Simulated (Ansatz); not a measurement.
`COB(C)O[SiH3]` + `OB1N[SiH2]1` → `COB(C)O` + `[SiH3]OB1N[SiH2]1`  (redistribution)

Program: Ansatz. Geometries: PBE0-D4/def2-TZVP. ΔE: electronic, gas phase. CCSD(T)/CBS is the MP2 limit (def2-TZVPP, def2-QZVPP) plus CCSD(T) − MP2 in def2-TZVPP, frozen cores. Functionals use def2-TZVPP. Each species was taken in one conformer, which may not be the lowest.

`COB(C)O[SiH3]`:

```xyz
15

C    -1.570   -1.811   -0.761
O    -1.045   -1.279    0.437
B    -0.174   -0.242    0.464
C     0.346    0.274    1.854
O     0.229    0.324   -0.722
Si    1.249    1.564   -1.075
H    -1.079   -1.395   -1.642
H    -1.436   -2.894   -0.748
H    -2.640   -1.594   -0.812
H     1.437    0.204    1.914
H     0.099    1.331    1.997
H    -0.077   -0.290    2.685
H     1.270    1.707   -2.550
H     0.772    2.829   -0.457
H     2.620    1.272   -0.582
```

`OB1N[SiH2]1`:

```xyz
8

O    -0.314   -0.790    1.949
B    -0.180   -0.256    0.716
N     0.738   -0.228   -0.332
Si   -0.623    0.752   -0.861
H     0.439   -1.322    2.223
H     1.648   -0.589   -0.577
H    -0.335    2.195   -1.079
H    -1.372    0.237   -2.039
```

`COB(C)O`:

Cartesian coordinates in Å:
```
C 0.178 -1.115 -1.268
O -0.048 0.267 -1.120
B -0.146 0.855 0.111
C -0.001 0.079 1.467
O -0.381 2.199 0.126
H -0.696 -1.696 -0.958
H 1.043 -1.450 -0.687
H 0.369 -1.312 -2.324
H 1.000 -0.355 1.566
H -0.170 0.733 2.323
H -0.703 -0.758 1.529
H -0.445 2.554 -0.765
```

`[SiH3]OB1N[SiH2]1`:

Cartesian coordinates in Å:
```
Si 0.092 2.101 0.952
O 0.273 1.106 -0.354
B 0.097 -0.220 -0.505
N 0.225 -1.145 -1.531
Si -0.308 -2.074 -0.136
H -0.861 3.175 0.584
H -0.422 1.338 2.117
H 1.412 2.695 1.273
H 0.486 -1.172 -2.505
H -1.646 -2.714 -0.261
H 0.654 -3.092 0.366
```

(1) Is it downhill or uphill in electronic energy at CCSD(T)/CBS, and by how much? (An estimate is asked.)

(2) What do these levels give: PBE-D4, PBE0-D4, ωB97X-V, ωB97M-V, PBE, r2SCAN, PBE0, SCS-MP2/def2-TZVPP, HF/def2-QZVPP, MP2/def2-QZVPP, SCS-MP2/def2-QZVPP, HF/CBS(def2)? (An estimate is asked.)

Largest T1 diagnostic among the species: 0.013.

## Answers

(1) Computed: Downhill: ΔE = -9.2 kJ/mol.

(2) Ansatz gave: PBE-D4 -8.1, PBE0-D4 -8.3, ωB97X-V -8.5, ωB97M-V -8.6, PBE -9.3, r2SCAN -9.6, PBE0 -9.4, SCS-MP2/def2-TZVPP -10.0, HF/def2-QZVPP -10.4, MP2/def2-QZVPP -9.5, SCS-MP2/def2-QZVPP -10.0, HF/CBS(def2) -10.4 kJ/mol.
